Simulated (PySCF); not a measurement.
## Correlation energy of Si⁺ (silicon, charge +1)

[Ne] 3s1 3p2, high-spin 4P determinant (an excited configuration). Calculation: PySCF 2.14, in def2-QZVPPD; no relativity, point nucleus. Frozen: 1s2; 11 electrons correlated.

```csv
level,correlation energy (mhartree)
CCSD,-190.39
(T),-1.35
CCSD(T),-191.74
```

Diagnostics: T1 = 0.0035, D1 = 0.0117, largest double amplitude 0.033.

Cost of the coupled-cluster step: roughly 24 core-seconds, for 11 correlated electrons.

Iterations:

```
CC2 = 0
CCSD nocc = (np.int64(7), np.int64(4)), nmo = (75, 75)
frozen orbitals [[0], [0]]
max_cycle = 100
direct = 0
conv_tol = 1e-08
conv_tol_normt = 1e-06
diis_space = 8
diis_start_cycle = 0
Init t2, MP2 energy = -0.182785475863793
Init E_corr(UCCSD) = -0.182785475874351
cycle = 1  E_corr(UCCSD) = -0.187820468149698  dE = -0.00503499228  norm(t1,t2) = 0.0274528
cycle = 2  E_corr(UCCSD) = -0.189655488398533  dE = -0.00183502025  norm(t1,t2) = 0.010195
cycle = 3  E_corr(UCCSD) = -0.190407321176683  dE = -0.000751832778  norm(t1,t2) = 0.004225
cycle = 4  E_corr(UCCSD) = -0.190395761108668  dE = 1.1560068e-05  norm(t1,t2) = 0.00040512
cycle = 5  E_corr(UCCSD) = -0.190384077312655  dE = 1.1683796e-05  norm(t1,t2) = 9.87619e-05
cycle = 6  E_corr(UCCSD) = -0.190386903781299  dE = -2.82646864e-06  norm(t1,t2) = 2.10378e-05
cycle = 7  E_corr(UCCSD) = -0.190386784556796  dE = 1.19224504e-07  norm(t1,t2) = 3.13896e-06
cycle = 8  E_corr(UCCSD) = -0.190386747164807  dE = 3.73919883e-08  norm(t1,t2) = 5.54569e-07
cycle = 9  E_corr(UCCSD) = -0.190386755201502  dE = -8.03669475e-09  norm(t1,t2) = 9.62938e-08
UCCSD converged
E(UCCSD) = -288.6262645075508  E_corr = -0.1903867552015022
UCCSD(T) correction = -0.00134892027456967
```

This basis was not built for core-valence correlation, so the inner-shell part is incomplete.
